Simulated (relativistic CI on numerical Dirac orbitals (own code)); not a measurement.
## Os2+ (5d6) in a crystal field

Calculated by Dirac-Coulomb-Breit CI, separate exchange-only KLI orbitals for each configuration, model QED, one configuration in a parametric crystal field, unscaled Slater integrals (own radial code). With so little scaling, terms lie 10 to 35 % too far apart, which can change the order of excited levels.

Field parameters in Wybourne normalisation: D3d B²₀ = −7Dσ, B⁴₀ = −14Dq − 21Dτ, B⁴₃ = −14√(10/7) Dq. The field is a parameter set, without covalency.

S is read from ⟨S²⟩ = S(S + 1).

Levels (cm⁻¹, degeneracy): 0 (1), 20867 (2), 21475 (1), 21528 (2), 22446 (2), 22484 (1), 25205 (1), 26887 (2), 27014 (1), 28548 (2), 29584 (1), 29753 (2).

**Question.** Which field gives this pattern?
A. D3d, 10Dq = 31600, Dσ = -330, Dτ = -100 cm⁻¹
B. D3d, 10Dq = 31600, Dσ = 330, Dτ = -100 cm⁻¹
C. D3d, 10Dq = 31600, Dσ = -980, Dτ = -100 cm⁻¹
D. D3d, 10Dq = 31600, Dσ = -110, Dτ = -100 cm⁻¹

**Answer.** B. D3d, 10Dq = 31600, Dσ = 330, Dτ = -100 cm⁻¹, ground level with S = 0.15.
